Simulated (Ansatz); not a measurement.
Program: Ansatz. Geometries: PBE0-D4/def2-TZVP. ΔE: electronic, gas phase. CCSD(T)/CBS adds triple-zeta CCSD(T) − MP2 to the extrapolated MP2 energy (def2 sets, frozen cores). This one scheme is used for every species, atoms too. Functionals use def2-TZVPP. B3LYP here is the variant with VWN-RPA as its local correlation; programs differ in this. No spin–orbit coupling; open shells (•) take unrestricted orbitals. Spin–orbit coupling would lower the free atoms: a little for C, O, Si. One conformer a species, not always the lowest.

`CC([SiH3])CO` → 3 C• + 10 H• + O• + Si•  (atomization)

(1) What is ΔE at CCSD(T)/CBS? (Estimate.)

(2) What do these levels give: r2SCAN-D4, B2PLYP, PBE0, B3LYP, HF/def2-TZVPP, MP2/def2-TZVPP, SCS-MP2/def2-TZVPP, CCSD/def2-TZVPP, CCSD(T)/def2-TZVPP, MP2/def2-QZVPP, MP2/CBS(def2), CCSD/CBS(def2)? (Estimate.)

Largest T1 diagnostic among the species: 0.012.

Answers

(1) Ansatz gave: +56.96 eV.

(2) Ansatz gave: r2SCAN-D4 56.91, B2PLYP 56.24, PBE0 56.62, B3LYP 56.37, HF/def2-TZVPP 42.34, MP2/def2-TZVPP 56.06, SCS-MP2/def2-TZVPP 56.08, CCSD/def2-TZVPP 54.99, CCSD(T)/def2-TZVPP 55.64, MP2/def2-QZVPP 56.84, MP2/CBS(def2) 57.38, CCSD/CBS(def2) 56.30 eV.

The D4 term adds +0.49 eV with B3LYP and +0.26 eV with PBE0; it sums over pairs of atoms, weighted by their polarisabilities, and B3LYP, whose exchange is more repulsive, gets the larger term. In def2-TZVPP, CCSD(T) changes the Hartree–Fock value by +13.31 eV (the triples alone add +0.66 eV) and MP2 by +13.73 eV; breaking electron pairs costs correlation energy, which Hartree–Fock lacks.

For atomizations the MP2-based limit and the directly extrapolated one differ by several kJ/mol either way, and by 10 to 25 for some Ge, Se and Sn compounds, so smaller differences from it don't rank the levels.
